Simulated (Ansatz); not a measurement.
Relaxation of the cluster Hg₆Te₃Br₆ (charge 0, singlet) with RKS PBE-D4/def2-SVP in Ansatz.

Positions (Å) and forces (eV/Å) at steps 20, 22, 23, 24, 25, 26, 27, 28, 29, 31, 34 of 34:

```xyz
15
step=20 energy=-467122.1406 eV
Hg   -1.224    0.408    1.796   -0.007   -0.005    0.015
Hg   -0.460   -2.545   -0.850   -0.008    0.013   -0.021
Hg    0.455   -2.729    2.933   -0.006    0.001   -0.009
Hg    1.462    0.494   -2.616    0.002   -0.041   -0.031
Hg   -2.468    0.149   -1.866   -0.008    0.003   -0.025
Hg    1.117    3.140    0.071   -0.005    0.011    0.046
Te    1.580    0.483    0.083   -0.015    0.031   -0.047
Te   -1.934   -2.236    1.716    0.002    0.017   -0.012
Te   -1.226   -1.672   -3.342    0.011    0.001    0.052
Br   -3.416    1.730   -0.178    0.034    0.004    0.005
Br    2.372   -2.968    4.472    0.000   -0.008    0.005
Br    0.898    5.593   -0.143   -0.015   -0.010   -0.011
Br    1.791   -3.398    0.206    0.014    0.005    0.008
Br    1.763    0.866   -5.057   -0.008   -0.001    0.040
Br   -0.710    2.687    2.773    0.010   -0.021   -0.016
15
step=22 energy=-467122.1550 eV
Hg   -1.193    0.395    1.823    0.015    0.032    0.013
Hg   -0.429   -2.540   -0.837   -0.006    0.009   -0.014
Hg    0.424   -2.772    2.960   -0.020    0.000   -0.016
Hg    1.446    0.477   -2.655    0.001    0.006   -0.010
Hg   -2.390    0.192   -1.887    0.002    0.024    0.028
Hg    1.019    3.161    0.051   -0.015    0.021   -0.008
Te    1.569    0.518    0.043   -0.010    0.018   -0.003
Te   -1.940   -2.233    1.709    0.006    0.001    0.003
Te   -1.230   -1.713   -3.331   -0.020    0.024    0.040
Br   -3.215    1.863   -0.206    0.045   -0.043   -0.049
Br    2.307   -3.089    4.525    0.005   -0.006    0.011
Br    0.708    5.605   -0.185   -0.009   -0.039    0.003
Br    1.822   -3.354    0.241    0.007    0.002    0.006
Br    1.720    0.846   -5.097   -0.001   -0.007    0.013
Br   -0.617    2.644    2.846    0.001   -0.043   -0.018
15
step=23 energy=-467122.1639 eV
Hg   -1.163    0.383    1.844    0.018    0.052    0.020
Hg   -0.411   -2.541   -0.829    0.003    0.010   -0.016
Hg    0.395   -2.807    2.982   -0.001   -0.005   -0.002
Hg    1.445    0.483   -2.683    0.002    0.009   -0.014
Hg   -2.319    0.228   -1.891    0.003    0.039    0.052
Hg    0.933    3.174    0.015   -0.020    0.036   -0.011
Te    1.560    0.545    0.014   -0.003    0.032    0.000
Te   -1.947   -2.232    1.706    0.012    0.006    0.012
Te   -1.240   -1.741   -3.321   -0.037    0.050    0.053
Br   -3.051    1.970   -0.226    0.054   -0.088   -0.084
Br    2.253   -3.182    4.569   -0.019    0.000   -0.010
Br    0.548    5.609   -0.221   -0.004   -0.072    0.007
Br    1.841   -3.322    0.269   -0.003    0.003    0.007
Br    1.693    0.829   -5.131    0.001   -0.008    0.019
Br   -0.537    2.605    2.902   -0.005   -0.063   -0.033
15
step=24 energy=-467122.1708 eV
Hg   -1.127    0.370    1.860    0.022    0.056    0.034
Hg   -0.395   -2.534   -0.824    0.021    0.003   -0.014
Hg    0.364   -2.846    3.007    0.023   -0.004    0.008
Hg    1.454    0.488   -2.710    0.001    0.017   -0.016
Hg   -2.248    0.267   -1.890   -0.001    0.054    0.065
Hg    0.839    3.181   -0.020   -0.017    0.050   -0.021
Te    1.560    0.574   -0.014    0.002    0.037    0.003
Te   -1.952   -2.230    1.702    0.008    0.014    0.020
Te   -1.260   -1.759   -3.310   -0.045    0.074    0.067
Br   -2.889    2.071   -0.241    0.049   -0.126   -0.109
Br    2.198   -3.271    4.613   -0.045    0.004   -0.031
Br    0.371    5.605   -0.258    0.004   -0.095    0.011
Br    1.854   -3.289    0.298   -0.012    0.002    0.004
Br    1.677    0.808   -5.164    0.002   -0.012    0.024
Br   -0.446    2.563    2.950   -0.013   -0.074   -0.044
15
step=25 energy=-467122.1741 eV
Hg   -1.093    0.359    1.872    0.017    0.053    0.041
Hg   -0.377   -2.527   -0.820    0.038    0.003   -0.021
Hg    0.338   -2.868    3.015    0.035   -0.014    0.025
Hg    1.468    0.499   -2.725    0.005    0.007   -0.016
Hg   -2.203    0.301   -1.882   -0.002    0.046    0.072
Hg    0.769    3.183   -0.052   -0.004    0.056   -0.011
Te    1.572    0.596   -0.030   -0.002    0.047   -0.012
Te   -1.962   -2.225    1.695    0.018    0.026    0.028
Te   -1.283   -1.764   -3.294   -0.040    0.083    0.062
Br   -2.782    2.136   -0.240    0.027   -0.133   -0.118
Br    2.150   -3.332    4.638   -0.055    0.009   -0.044
Br    0.234    5.594   -0.285    0.011   -0.102    0.008
Br    1.867   -3.271    0.318   -0.031    0.007    0.000
Br    1.676    0.787   -5.184    0.000   -0.011    0.029
Br   -0.372    2.534    2.973   -0.018   -0.076   -0.041
15
step=26 energy=-467122.1776 eV
Hg   -1.080    0.359    1.872    0.007    0.029    0.039
Hg   -0.368   -2.514   -0.824    0.047   -0.010   -0.020
Hg    0.330   -2.876    3.013    0.030   -0.007    0.023
Hg    1.481    0.500   -2.724    0.005    0.004   -0.015
Hg   -2.204    0.304   -1.869   -0.011    0.047    0.053
Hg    0.759    3.182   -0.060    0.003    0.043   -0.010
Te    1.585    0.605   -0.030   -0.007    0.034   -0.019
Te   -1.962   -2.219    1.690    0.010    0.027    0.025
Te   -1.298   -1.753   -3.290   -0.017    0.053    0.042
Br   -2.782    2.135   -0.233    0.017   -0.095   -0.084
Br    2.136   -3.341    4.640   -0.043    0.002   -0.033
Br    0.199    5.585   -0.292    0.007   -0.074    0.003
Br    1.867   -3.270    0.322   -0.034    0.010   -0.008
Br    1.688    0.773   -5.184    0.000   -0.011    0.025
Br   -0.350    2.529    2.968   -0.014   -0.051   -0.020
15
step=27 energy=-467122.1780 eV
Hg   -1.026    0.370    1.936   -0.045   -0.035   -0.015
Hg   -0.305   -2.502   -0.854    0.053    0.062   -0.014
Hg    0.300   -2.895    3.008   -0.012   -0.017    0.016
Hg    1.536    0.490   -2.750   -0.031    0.018   -0.004
Hg   -2.230    0.358   -1.843    0.029   -0.020    0.070
Hg    0.723    3.198   -0.097   -0.028   -0.026   -0.028
Te    1.591    0.640   -0.061    0.062    0.025    0.023
Te   -1.949   -2.179    1.654   -0.006    0.039    0.050
Te   -1.325   -1.674   -3.261    0.050   -0.135   -0.103
Br   -2.777    2.143   -0.189   -0.056    0.095    0.072
Br    2.059   -3.427    4.657    0.008   -0.007    0.007
Br    0.016    5.552   -0.348    0.019    0.002    0.008
Br    1.888   -3.273    0.348   -0.063    0.013   -0.055
Br    1.746    0.682   -5.213    0.018   -0.007   -0.006
Br   -0.247    2.516    3.013    0.002   -0.005   -0.019
15
step=28 energy=-467122.1850 eV
Hg   -1.029    0.369    1.926   -0.031   -0.018    0.021
Hg   -0.311   -2.462   -0.855    0.056   -0.024   -0.004
Hg    0.300   -2.906    3.013   -0.007   -0.006    0.006
Hg    1.524    0.502   -2.745    0.007   -0.010   -0.015
Hg   -2.206    0.334   -1.812   -0.023    0.022   -0.012
Hg    0.714    3.193   -0.117   -0.009   -0.005    0.011
Te    1.609    0.645   -0.056    0.009    0.031   -0.005
Te   -1.951   -2.181    1.666   -0.004    0.035    0.016
Te   -1.325   -1.680   -3.279    0.038   -0.069   -0.017
Br   -2.787    2.142   -0.188   -0.024    0.049    0.062
Br    2.059   -3.441    4.662    0.005   -0.009    0.002
Br    0.024    5.554   -0.353    0.010   -0.010   -0.003
Br    1.875   -3.262    0.340   -0.037    0.016   -0.035
Br    1.751    0.679   -5.208    0.008    0.002   -0.004
Br   -0.248    2.514    3.005    0.003   -0.004   -0.023
15
step=29 energy=-467122.1865 eV
Hg   -1.098    0.354    2.054    0.030    0.065   -0.052
Hg   -0.227   -2.415   -0.836    0.027    0.028   -0.068
Hg    0.251   -2.957    3.066    0.026   -0.002   -0.045
Hg    1.584    0.525   -2.825    0.005    0.012   -0.018
Hg   -2.202    0.370   -1.756    0.002   -0.010   -0.018
Hg    0.681    3.192   -0.170   -0.025    0.057   -0.034
Te    1.633    0.678   -0.142   -0.038   -0.074    0.068
Te   -1.959   -2.179    1.694   -0.028    0.011    0.018
Te   -1.302   -1.641   -3.228   -0.009   -0.024    0.008
Br   -2.847    2.166   -0.141    0.006    0.000    0.053
Br    2.042   -3.561    4.649    0.003   -0.012    0.029
Br   -0.018    5.555   -0.375    0.001   -0.014    0.000
Br    1.892   -3.280    0.365    0.000   -0.017    0.046
Br    1.804    0.654   -5.288    0.007   -0.003   -0.030
Br   -0.235    2.541    2.934   -0.008   -0.015    0.043
15
step=31 energy=-467122.1945 eV
Hg   -1.070    0.396    2.006   -0.006   -0.031    0.021
Hg   -0.159   -2.435   -0.893   -0.013    0.003    0.007
Hg    0.246   -2.936    3.046   -0.028    0.001   -0.005
Hg    1.602    0.561   -2.819   -0.006   -0.018    0.000
Hg   -2.232    0.337   -1.710    0.011    0.001   -0.010
Hg    0.678    3.216   -0.179   -0.043    0.026    0.002
Te    1.613    0.693   -0.132    0.012   -0.019   -0.011
Te   -1.951   -2.137    1.666    0.027    0.009   -0.025
Te   -1.326   -1.642   -3.227   -0.003    0.010    0.011
Br   -2.883    2.120   -0.072    0.007   -0.003   -0.003
Br    1.995   -3.569    4.669    0.009   -0.005    0.010
Br   -0.047    5.567   -0.409    0.010   -0.018   -0.002
Br    1.878   -3.367    0.378    0.006    0.012    0.000
Br    1.832    0.652   -5.283    0.005    0.004   -0.011
Br   -0.176    2.544    2.957    0.012    0.027    0.015
15
step=34 energy=-467122.1999 eV
Hg   -1.040    0.406    2.111    0.009    0.001   -0.010
Hg   -0.095   -2.359   -0.895   -0.004    0.001   -0.001
Hg    0.201   -2.989    3.063    0.010   -0.004    0.000
Hg    1.642    0.552   -2.888    0.002    0.005    0.005
Hg   -2.212    0.376   -1.660   -0.002   -0.006   -0.003
Hg    0.569    3.204   -0.247    0.014   -0.015   -0.001
Te    1.607    0.718   -0.199   -0.003    0.013   -0.014
Te   -1.940   -2.094    1.661   -0.006    0.003    0.012
Te   -1.328   -1.591   -3.204    0.002   -0.001   -0.001
Br   -2.876    2.127    0.009   -0.002    0.003    0.002
Br    1.909   -3.719    4.691   -0.011   -0.002   -0.005
Br   -0.191    5.543   -0.469   -0.008    0.008   -0.002
Br    1.904   -3.315    0.406    0.002    0.003    0.003
Br    1.924    0.586   -5.350   -0.003   -0.002    0.015
Br   -0.075    2.556    2.971    0.000   -0.006    0.001
```

In the def2 sets Hg, Te take a core potential; there is no spin–orbit coupling. Single mean-field runs in def2-SVP are fitted with def2-universal-jkfit. Another isomer (singlet) lies 0.36 eV lower at PBE0-D4/def2-TZVP; other spin states weren't run for this one.
